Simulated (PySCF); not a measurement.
# Run record: B12H32N12

The script drives PySCF SCF with an in-house response code with single-precision fitted integrals, so total energies wander by about 1e-6 Eh between cycles (the fitting error itself is about 1e-3 Eh and cancels in differences); atoms count from 0. Kgrid is the grid level of the response kernel; vcut the energy (Eh) above which virtual orbitals leave the response; delta the states run by ΔSCF (the anion only where the lumo is low enough to bind); pop asks for populations, which are stored and not printed; grid is the SCF grid level (2 if not given).

The basis has no diffuse functions, so the polarisability comes out too low. Without diffuse functions Rydberg states are missing, so unbound LUMOs, wide gaps and states within about 2 eV of the ionisation energy come out too high, and electron affinities are rough.

Job and coordinates (Å):

```
{"job": {"kind": "uv", "basis": "6-31G*", "grid": 1, "kgrid": 0, "vcut": 1.5, "nstates": 6, "ntriplets": 2, "tda": true, "delta": ["ip_vertical"], "pop": true, "xc": "CAM-B3LYP"}, "charge": 0, "multiplicity": 1}
N     -0.567669    -0.057048    -3.436303
N      0.700920    -0.839141    -1.310839
B      0.699718    -0.846363    -2.949090
N     -1.826937    -0.768527    -1.418047
B     -1.876874    -0.783873    -3.035407
N      1.895542    -0.054743     0.829887
B      1.950433    -0.110849    -0.790054
B     -0.581931    -0.082911     3.560047
N     -0.633672    -0.099117     0.819007
N      0.651046    -0.815456     2.939477
B     -0.553031    -0.095924    -0.850845
B      0.638813    -0.786844     1.293659
N      0.709731    -2.252020     0.833476
B      0.738626    -2.313463    -0.843672
N     -1.847904    -0.786849     3.009621
B     -1.921048    -0.810291     1.364995
N      1.897611     1.366480    -1.298518
N     -0.528383     1.367212    -1.344095
B     -0.585471     1.424507    -2.968802
N      0.660310     2.077308     0.834621
B      0.663940     2.149963    -0.769066
B      1.984465     1.421777     1.365460
N     -0.579839     1.344825     2.957863
B     -0.624923     1.366639     1.322687
H     -0.519065    -0.056096    -4.446609
H      1.693953    -0.311416    -3.372342
H      0.649269    -1.968484    -3.345872
H     -2.665811    -0.324416    -1.071036
H     -1.844183    -1.735876    -1.126436
H     -2.850156    -0.183140    -3.394491
H     -1.892374    -1.918070    -3.411688
H      2.726160    -0.543951     1.140559
H      2.976293    -0.625203    -1.112030
H     -0.543545    -0.081728     4.758802
H      1.491135    -0.308172     3.213292
H      0.731367    -1.765506     3.289140
H      1.537909    -2.745305     1.140897
H     -0.109152    -2.779783     1.106384
H      1.761715    -2.850477    -1.125760
H     -0.213010    -2.959470    -1.149945
H     -2.680745    -0.309333     3.331343
H     -1.918937    -1.739751     3.345961
H     -2.913489    -0.212709     1.085426
H     -1.996547    -1.967390     1.073839
H      1.737509     1.272666    -2.303836
H      2.773257     1.851136    -1.153440
H     -1.390414     1.812037    -1.063815
H      0.358159     2.025178    -3.413464
H     -1.601878     1.974096    -3.288539
H      0.645802     3.037286     1.156360
H      0.679912     3.296575    -1.106201
H      2.959910     1.988161     0.973705
H      2.035468     1.436849     2.590214
H      0.284282     1.818229     3.211756
H     -1.350933     1.897137     3.313691
H     -1.609969     1.979273     1.043306
```

Command:

```bash
OMP_NUM_THREADS=2 python large_run.py task.json out
```

Problem. What does the program print?

Solution. 
```
start: PBE on a coarse grid of 41524 points
cycle   1  E = -973.7956915211  dE =  3.166e+00  |g| = 1.135e+00  |ddm| = 6.821e+00
cycle   2  E = -973.1575825408  dE =  6.381e-01  |g| = 1.999e+00  |ddm| = 4.664e+00
cycle   3  E = -974.1363136435  dE = -9.787e-01  |g| = 3.630e-01  |ddm| = 3.566e+00
cycle   4  E = -974.1658077815  dE = -2.949e-02  |g| = 1.107e-01  |ddm| = 5.103e-01
cycle   5  E = -974.1682995708  dE = -2.492e-03  |g| = 3.858e-02  |ddm| = 1.378e-01
cycle   6  E = -974.1685969129  dE = -2.973e-04  |g| = 1.406e-02  |ddm| = 4.908e-02
cycle   7  E = -974.1686439625  dE = -4.705e-05  |g| = 2.133e-03  |ddm| = 1.489e-02
final grid: 174759 points
cycle   8  E = -974.7586657287  dE = -1.812e-02  |g| = 8.231e-02  |ddm| = 5.050e-01
cycle   9  E = -974.7594060300  dE = -7.403e-04  |g| = 6.294e-02  |ddm| = 1.271e-01
cycle  10  E = -974.7602255418  dE = -8.195e-04  |g| = 1.006e-02  |ddm| = 4.661e-02
cycle  11  E = -974.7602445481  dE = -1.901e-05  |g| = 5.278e-03  |ddm| = 1.598e-02
cycle  12  E = -974.7602498135  dE = -5.265e-06  |g| = 6.029e-04  |ddm| = 7.580e-03
cycle  13  E = -974.7602506930  dE = -8.795e-07  |g| = 2.186e-04  |ddm| = 9.085e-04
cycle  14  E = -974.7602503925  dE =  3.005e-07  |g| = 7.188e-05  |ddm| = 3.146e-04
converged SCF energy = -974.7602503925
Vertical ionisation energy (delta-SCF) = 8.0582 eV   <S^2> = 0.755

Static polarisability (au): isotropic 200.953, principal 188.516 194.070 220.274

Singlet excitations
state   eV       nm        f      main configurations
  1   7.0629    175.5   0.00456   H->L 0.88
  2   7.3638    168.4   0.00100   H-1->L 0.62, H-2->L 0.27
  3   7.4093    167.3   0.00092   H-2->L 0.47, H-1->L 0.29
  4   7.6012    163.1   0.01092   H-3->L 0.67, H-4->L 0.09
  5   7.7462    160.1   0.00340   H-4->L 0.51, H-2->L 0.14, H-4->L+1 0.09
  6   7.9378    156.2   0.00336   H->L+1 0.69

Triplet excitations (Tamm-Dancoff, eV): 7.0419 7.3402
```

Problem. Roughly how long does this take on 2 threads of AMD EPYC 7R43 64-Core (shared host), and how large is the basis?

Solution. About 4.3 min of wall time, peak memory 1.6 GiB; 400 basis functions and 1528 fitting functions.
